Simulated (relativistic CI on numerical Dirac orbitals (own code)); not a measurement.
Hyperfine structure of Tc34+, mass number 99

Computed by Dirac-Coulomb-Breit CI, KLI orbitals optimised for each configuration, model QED, unscaled Slater integrals (own radial code, finite nucleus).

Configurations in the expansion (outside the closed core 1s2): 2s2 2p5, 2s 2p6, 2p6 3s, 2p6 3p, 2p6 3d, 2s2 2p4 3s, 2s2 2p4 3p, 2s2 2p4 3d, 2s 2p5 3s, 2s 2p5 3p, 2s 2p5 3d, 2s2 2p4 4s, 2s2 2p4 4p, 2s2 2p4 4d, 2s2 2p4 4f, 2s 2p5 4s. Levels of other configurations are missing.

Nuclear spin I = 9/2, μ = 5.678 μN, Q = -0.129 b (tables of Stone and Pyykkö). The electronic factors are computed for point nuclear moments, without core polarisation or the Bohr-Weisskopf and QED corrections.

```tsv
Level	E (eV)	A (GHz)	B (GHz)
2s2 2p5 2P°_3/2	0.00	176.5	33.4
2s2 2p5 2P°_1/2	121.98	1029	
2s 2p6 2S_1/2	349.56	3300	
2s2 2p4 3s 4P_5/2	2595.96	313.8	-9.19
2s2 2p4 3s 2P_3/2	2601.92	31.49	-3.5
2s2 2p4 3s 2S_1/2	2624.77	871.2	
2s2 2p4 3p 2P°_1/2	2682.79	275.4	
2s2 2p4 3p 4D°_7/2	2691.52	118.2	-17.1
```

Levels with J = 0, under 50 % of one LS term, or S terms without an open s electron are left out. Small factors come from cancelling terms and can be off by tens of per cent or more.

At this charge energies of transitions that change n are usually good to better than 1 %, and those within a shell (Δn = 0) to a few per cent.

Q: Give the hyperfine levels of 2s2 2p5 2P°_1/2 relative to its centre of gravity.

A: With K = F(F + 1) − I(I + 1) − J(J + 1), E = AK/2: F = 4: -2830, F = 5: 2315 GHz.

LS names give the leading component of a level, which can be under half, so a name can repeat, a term be missing and a line seem to break the LS rules.
